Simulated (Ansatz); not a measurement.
A run for Ansatz (a quantum-chemistry and plane-wave program): R-wB97M-V/def2-TZVPP on CH4GeO (SMILES C[O][GeH]), a point of a torsion scan.

Ansatz 0.2 input:
```yaml
crystal:
  periodic: [false, false, false]
  atoms:
    - {symbol: C, position_ang: [-0.83637923, -0.20521354, 0.09684868]}
    - {symbol: O, position_ang: [0.11012899, 0.83233928, 0.00746371]}
    - {symbol: Ge, position_ang: [1.83546309, 1.08055805, 0.07889273]}
    - {symbol: H, position_ang: [-0.39027919, -1.16941700, -0.15930351]}
    - {symbol: H, position_ang: [-1.65524732, 0.00710794, -0.59463848]}
    - {symbol: H, position_ang: [-1.23214229, -0.25005202, 1.11389047]}
    - {symbol: H, position_ang: [2.33240809, -0.43386413, -0.51584148]}
basis:
  gaussian:
    orbitals: def2-TZVPP
hamiltonian:
  xc: {name: wB97M-V}
scf: {lower_state_search: off}
```

Program output:

```
WARN ansatz: RAYON_NUM_THREADS=1 ignored (pool sized by the plan → 1); use --threads N
Functional definition: wB97M-V
these checks for a lower state are left out or cut short: stability, starts, cluster_reference, orbital_swaps, neighbouring_geometries, increment
integrals: 0.10 GiB planned
953 factors; their error is unknown
integrals: 0.13 GiB planned
212 factors; integrals over basis functions are off by at most 2.1e-5 eV
mean field: 0.88 GiB planned
mean field evaluation 1: about -59659.2978 eV, gradient 4.8e1 eV
mean field evaluation 2: about -59655.7372 eV, gradient 6.8e1 eV
mean field evaluation 4: about -59663.4655 eV, gradient 2.3e0 eV
mean field evaluation 8: about -59663.4831 eV, gradient 5.6e-2 eV
mean field evaluation 16: about -59663.6366 eV, gradient 9.3e-5 eV
mean field -59663.63661571 eV, -2192.5982041619 hartree, gradient 3.8e-6 eV, S^2 0.000000; 0 other end points of the search recorded, 0 dependent functions left out
reference -59663.63665679 eV, -2192.5982056717 hartree; 25, 25 occupied and 141, 141 virtual orbitals, 953 factors
Total energy: -59663.63665679 eV, -2192.5982056717 hartree
Checks for a lower state left out: stability, starts, cluster_reference, orbital_swaps, neighbouring_geometries, increment
```

The run converged.

Cost: around 8 core-seconds (rough).
